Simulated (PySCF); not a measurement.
**Spinor energies of Al²⁺ (aluminium, charge +2)**

Start: [Ne] 3s1; 3s1/2 filled at m_j = +1/2. Calculated with PySCF 2.14 in x2c-TZVPPall-2c (5s6p3d1f, 45 functions): generalised Hartree-Fock with the X2C-1e Hamiltonian and a Gaussian nucleus; one run each with spin-orbit coupling (SO) switched off, then screened by Boettger's factors.

```
spinor shell  electrons  ε, spin-free (eV)  ε, screened SO (eV)  weight of nominal j (screened SO)  rms radius, screened SO (bohr)
       1s1/2          2            -1616.0              -1616.0                              1.000                           0.139
       2s1/2          2            -154.43              -154.43                              1.000                           0.675
       2p1/2          2            -107.96              -108.31                              0.936                           0.671
       2p3/2          4            -107.96              -107.78                              0.968                           0.672
       3s1/2          1            -28.090              -28.090                              1.000                            2.39
```

| quantity | spin-free | screened SO |
| --- | --- | --- |
| E (hartree) | -241.45938 | -241.45953 |
| M_J | 1/2 | 1/2 |
| ⟨J²⟩ | 0.750 | 0.750 |
| ⟨L²⟩ | 0.000 | 0.000 |
| ⟨S²⟩ | 0.750 | 0.750 |

Each row is a mean over spinors that exchange with the open shell spreads, by up to 0.721 eV (2s1/2).

Without spin-orbit coupling the j labels of p, d and f shells carry no meaning; the spin-free column gives the mean over the occupied spinors of each nl shell.
